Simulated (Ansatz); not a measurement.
Molecule: H6Te (charge 0, singlet). 
Coordinates optimised at B3LYP-D3(BJ)/def2-TZVP (Ansatz, an electronic-structure program):
```xyz
7

Te     0.0000     0.0000     0.0000
H      1.7384     0.0136     0.0182
H     -1.7384    -0.0136    -0.0182
H     -0.0135     1.7385    -0.0051
H      0.0135    -1.7385     0.0051
H     -0.0182     0.0050     1.7384
H      0.0182    -0.0050    -1.7384
```

Basis-set convergence of Hartree-Fock and MP2 correlation energies (hartree) with Ansatz. Cores are frozen in the correlated levels unless marked. Spin-orbit coupling is left out. The frozen core is the preceding noble-gas configuration, with the filled d and f shells of earlier blocks. In def2 rows, elements after Kr have scalar-relativistic effective core potentials.

| basis | functions | E(HF) | E(corr, MP2) |
|---|---|---|---|
| def2-SVPD | 83 | -270.21944 | -0.18554 |
| def2-TZVPPD | 161 | ? | ? |

Q: What belongs in the gaps?

A: 
- def2-TZVPPD, E(HF): -270.23964
- def2-TZVPPD, E(corr, MP2): -0.22825
